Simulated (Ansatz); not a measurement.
Energy difference R1 + R2 → P1, each structure at its B3LYP-D3(BJ)/def2-TZVP stationary point, reached from a drawn start (curvature not checked).
P1: Cl4Ge (SMILES [Cl][Ge]([Cl])([Cl])[Cl]), charge 0, multiplicity 1.
R1: Cl2Ge (SMILES [Cl][Ge][Cl]), charge 0, multiplicity 1.
R2: Cl2 (SMILES ClCl), charge 0, multiplicity 1.

P less R. No zero-point or thermal terms; no spin–orbit coupling.

Correlated levels freeze the cores. In cc and def2 sets filled d and f shells under p-block atoms count as core.

Codes used: Ansatz (Gaussian orbitals). All values are computed, each at the level named.

Total energies in hartree:

| structure | PBE/def2-TZVPP | B3LYP/def2-TZVPP | CCSD(T)/def2-QZVPP |
|---|---|---|---|
| P1 | -3916.974489 | -3918.133571 | -3914.742845 |
| R1 | -2996.836579 | -2997.597531 | -2995.123392 |
| R2 | -920.021287 | -920.422107 | -919.481115 |

Question: Work out the reaction energy at each level in kJ/mol (1 hartree = 2625.49964 kJ/mol), and say how far PBE/def2-TZVPP lies from CCSD(T)/def2-QZVPP.

Answer: 
- PBE/def2-TZVPP: (-3916.974489) − (-2996.836579) − (-920.021287) = -0.116623 hartree = -306.2 kJ/mol
- B3LYP/def2-TZVPP: (-3918.133571) − (-2997.597531) − (-920.422107) = -0.113933 hartree = -299.1 kJ/mol
- CCSD(T)/def2-QZVPP: (-3914.742845) − (-2995.123392) − (-919.481115) = -0.138338 hartree = -363.2 kJ/mol
PBE/def2-TZVPP less CCSD(T)/def2-QZVPP: 57.0 kJ/mol. CCSD(T)/def2-QZVPP is the level counted from, the highest shown, and no exact or measured value.

Ansatz is a first-principles code.
